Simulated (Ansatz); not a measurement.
Total energies of (ClMg-mu-F)2 (Mg₂Cl₂F₂) from Ansatz at PBE-D4/def2-TZVP, gas phase (1 Eh = 27.2114 eV = 2625.5 kJ/mol). The reference geometry is relaxed at r2SCAN-D4/def2-SVP.

```
                 state                       geometry  energy (Eh)
      charge 0 singlet                      reference  -1519.92143
      charge 1 doublet                      reference  -1519.55363
      charge 1 doublet  relaxed at r2SCAN-D4/def2-SVP  -1519.55534
free Mg atom (singlet)                              –   -199.94297
free Cl atom (doublet)                              –   -459.95840
 free F atom (doublet)                              –    -99.66912
```

(1) Work out the vertical ionisation energy to the doublet.

(2) How much does the charge 1 doublet relax, and what is the adiabatic ionisation energy?

(3) What is the binding energy per atom against free atoms?

(1) E(charge 1 doublet) − E(charge 0 singlet) = -1519.55363 − (-1519.92143) = 0.36780 Eh = 10.01 eV. For comparison, −ε of the highest occupied level is 7.33 eV at this level, 2.68 eV less.

(2) Relaxation: -1519.55363 − (-1519.55534) = 0.00171 Eh = 0.05 eV. Adiabatic ionisation energy: 0.36609 Eh = 9.96 eV, without zero-point energy. 

(3) Atoms: 2 × (-199.94297) + 2 × (-459.95840) + 2 × (-99.66912) = -1519.14098 Eh. Binding: -1519.14098 − (-1519.92143) = 0.78045 Eh = 21.24 eV, or 3.54 eV for each of 6 atoms (no zero-point energy, no counterpoise term).

At PBE-D4/def2-TZVP the gap within one spin of the charge 1 doublet nearly closes, so an electron or hole may be smeared out by delocalisation error. At PBE-D4/def2-TZVP the gap within one spin of the relaxed charge 1 doublet nearly closes, so an electron or hole may be smeared out by delocalisation error.
